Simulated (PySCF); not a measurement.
ClCu, triplet, geometry from GFN2-xTB (such geometries of metal compounds can be far from the true shape) (the multiplicity is a formal guess); PBE/6-31G in PySCF.

The PySCF input:
```python
from pyscf import gto, scf, dft, solvent

mol = gto.M(
    atom='''
Cu   -0.00000000   -0.00000000   -0.78379968
Cl    0.00000000    0.00000000    1.33707005
''',
    basis='6-31g',
    spin=2,
    verbose=4,
)

mf = dft.UKS(mol)
mf.xc = 'pbe'
mf.kernel()
```

Output, abridged:

```
PySCF version 2.14.0

[INPUT] verbose = 4
[INPUT] num. atoms = 2
[INPUT] num. electrons = 46
[INPUT] charge = 0
[INPUT] spin (= nelec alpha-beta = 2S) = 2
[INPUT] symmetry False subgroup None
[INPUT] Mole.unit = angstrom
[INPUT] Symbol           X                Y                Z      unit          X                Y                Z       unit  Magmom
[...]
nuclear repulsion = 123.008198614613
number of shells = 18
number of NR pGTOs = 136
number of NR cGTOs = 40
basis = 6-31g
ecp = {}

******** <class 'pyscf.dft.uks.UKS'> ********
method = UKS
initial guess = minao
damping factor = 0
level_shift factor = 0
DIIS = <class 'pyscf.scf.diis.CDIIS'>
diis_start_cycle = 1
diis_space = 8
diis_damp = 0
SCF conv_tol = 1e-09
SCF conv_tol_grad = None
SCF max_cycles = 50
direct_scf = True
direct_scf_tol = 1e-13
number electrons alpha = 24  beta = 22
XC library pyscf.dft.libxc version 7.1.2
    S. Lehtola, C. Steigemann, M. J. T. Oliveira, and M. A. L. Marques,  SoftwareX 7, 1–5 (2018)
XC functionals = pbe
    J. P. Perdew, K. Burke, and M. Ernzerhof,  Phys. Rev. Lett. 77, 3865 (1996)
    J. P. Perdew, K. Burke, and M. Ernzerhof,  Phys. Rev. Lett. 78, 1396 (1997)
    J. P. Perdew, K. Burke, and M. Ernzerhof,  Phys. Rev. Lett. 77, 3865 (1996)
    J. P. Perdew, K. Burke, and M. Ernzerhof,  Phys. Rev. Lett. 78, 1396 (1997)
radial grids:
    Treutler-Ahlrichs [JCP 102, 346 (1995); DOI:10.1063/1.469408] (M4) radial grids

becke partition: Becke, JCP 88, 2547 (1988); DOI:10.1063/1.454033
pruning grids: <function nwchem_prune>
grids dens level: 3
symmetrized grids: False
atomic radii adjust function: <function treutler_atomic_radii_adjust>
small_rho_cutoff = 0
Set gradient conv threshold to 3.16228e-05
tot grids = 39520
init E= -2099.56446869032

cycle= 1 E= -2086.4635233414  delta_E= 13.1  |g|= 5.08  |ddm|= 3.32

cycle= 2 E= -2080.54280674028  delta_E= 5.92  |g|= 5.26  |ddm|= 7.31

cycle= 3 E= -2098.61346293787  delta_E= -18.1  |g|= 1.31  |ddm|= 6.62

cycle= 4 E= -2092.71420470178  delta_E=  5.9  |g|= 2.41  |ddm|= 4.62

cycle= 5 E= -2099.21198159768  delta_E= -6.5  |g|= 1.33  |ddm|= 3.07
cycle= 6 E= -2098.99133704545  delta_E= 0.221  |g|= 1.32  |ddm|= 0.626

cycle= 7 E= -2099.0669460507  delta_E= -0.0756  |g|= 1.27  |ddm|= 0.0946

cycle= 8 E= -2099.88169929854  delta_E= -0.815  |g|= 0.0742  |ddm|= 1.18

cycle= 9 E= -2099.85785167942  delta_E= 0.0238  |g|= 0.188  |ddm|=  1.1

cycle= 10 E= -2099.86984559148  delta_E= -0.012  |g|= 0.189  |ddm|= 1.09

[...]

cycle= 20 E= -2099.87539407478  delta_E= -0.018  |g|= 0.155  |ddm|= 1.09

cycle= 21 E= -2099.85789135515  delta_E= 0.0175  |g|= 0.181  |ddm|= 1.09

cycle= 22 E= -2099.82881081287  delta_E= 0.0291  |g|= 0.364  |ddm|=  1.1

cycle= 23 E= -2099.88199619604  delta_E= -0.0532  |g|=  0.1  |ddm|= 0.247

cycle= 24 E= -2099.87759824899  delta_E= 0.0044  |g|= 0.0831  |ddm|= 0.926

cycle= 25 E= -2099.87595188442  delta_E= 0.00165  |g|= 0.0972  |ddm|= 0.957

cycle= 26 E= -2099.885765228  delta_E= -0.00981  |g|= 0.032  |ddm|= 1.01

cycle= 27 E= -2099.88571149434  delta_E= 5.37e-05  |g|= 0.0332  |ddm|= 0.0459

cycle= 28 E= -2099.87146669971  delta_E= 0.0142  |g|= 0.134  |ddm|= 1.09

cycle= 29 E= -2099.87259713938  delta_E= -0.00113  |g|= 0.124  |ddm|= 0.0578

cycle= 30 E= -2099.87246292487  delta_E= 0.000134  |g|= 0.125  |ddm|= 0.0164

cycle= 31 E= -2099.86859300009  delta_E= 0.00387  |g|= 0.142  |ddm|= 0.154

cycle= 32 E= -2099.8860236852  delta_E= -0.0174  |g|= 0.0208  |ddm|= 1.04

cycle= 33 E= -2099.87836995264  delta_E= 0.00765  |g|= 0.0921  |ddm|= 1.09

cycle= 34 E= -2099.88394540623  delta_E= -0.00558  |g|= 0.0453  |ddm|= 0.566

cycle= 35 E= -2099.88249813769  delta_E= 0.00145  |g|= 0.0614  |ddm|= 0.943

cycle= 36 E= -2099.88309597515  delta_E= -0.000598  |g|= 0.0604  |ddm|= 0.143

cycle= 37 E= -2099.88317710402  delta_E= -8.11e-05  |g|= 0.0517  |ddm|= 0.411

cycle= 38 E= -2099.88252774498  delta_E= 0.000649  |g|= 0.0576  |ddm|= 0.119

cycle= 39 E= -2099.88252105197  delta_E= 6.69e-06  |g|= 0.0581  |ddm|= 0.0422

cycle= 40 E= -2099.88485106867  delta_E= -0.00233  |g|= 0.0386  |ddm|= 0.572

cycle= 41 E= -2099.88288604261  delta_E= 0.00197  |g|= 0.0597  |ddm|= 0.178

cycle= 42 E= -2099.8852704909  delta_E= -0.00238  |g|= 0.0354  |ddm|= 0.412

cycle= 43 E= -2099.88284996476  delta_E= 0.00242  |g|= 0.0673  |ddm|= 0.946

cycle= 44 E= -2099.88443600009  delta_E= -0.00159  |g|= 0.0444  |ddm|= 0.115

cycle= 45 E= -2099.88553710379  delta_E= -0.0011  |g|= 0.0295  |ddm|= 0.744

cycle= 46 E= -2099.88329037116  delta_E= 0.00225  |g|= 0.0549  |ddm|= 1.08

cycle= 47 E= -2099.8836361575  delta_E= -0.000346  |g|= 0.0518  |ddm|= 0.39

cycle= 48 E= -2099.88350713364  delta_E= 0.000129  |g|= 0.0498  |ddm|= 0.58

cycle= 49 E= -2099.88388072547  delta_E= -0.000374  |g|= 0.045  |ddm|= 0.189

cycle= 50 E= -2099.88398448419  delta_E= -0.000104  |g|= 0.0531  |ddm|= 0.575
SCF not converged.
SCF energy = -2099.88398448419 after 50 cycles  <S^2> = 2.0006072  2S+1 = 3.0004048
```

Convergence was not reached.
